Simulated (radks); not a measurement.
Results of a calculation; reference values are marked as such.
Effect of the nuclear size on the dysprosium ion Dy+, [Xe] 4f10 6s1. Code: a radial shooting solver on a logarithmic mesh with Libxc functionals. Model: Dirac Kohn-Sham, relativistic LDA (MacDonald-Vosko exchange, VWN5 correlation), spin-unpolarised, spherical densities, finite nucleus; open shells are shared between the two j in proportion to 2j + 1; Fermi nuclear charge, rms radius 5.2218 fm. The rms radius is varied about that value; shifts are against it.

rms radius (fm)  total energy shift (eV)  density at nucleus (e/bohr^3)  1s1/2 shift (meV)  2s1/2 shift (meV)  4p1/2 shift (meV)  5s1/2 shift (meV)  5p1/2 shift (meV)  6s1/2 shift (meV)  6p1/2 (empty) shift (meV)
4.637                              -5.46                      7.543e+05              -2230               -293              0.229              -2.31              0.158             -0.200                      0.058
4.7466                             -4.47                      7.495e+05              -1830               -240              0.187              -1.89              0.129             -0.164                      0.048
5.2218                                 0                      7.304e+05              0.000              0.000              0.000              0.000              0.000              0.000                      0.000
5.7231                              5.05                      7.124e+05               2060                271             -0.210               2.14             -0.146              0.185                     -0.054
5.8745                              6.64                      7.074e+05               2710                356             -0.277               2.81             -0.192              0.244                     -0.071

Slopes of the eigenvalues against <r^2> in GHz/fm^2, as finite differences over the two radii next to the reference (eigenvalue slopes, not the field-shift constants of lines): 1s1/2 92000, 2s1/2 12100, 4p1/2 -9.40, 5s1/2 95.3, 5p1/2 -6.51, 6s1/2 8.27, 6p1/2 (empty) -2.40.
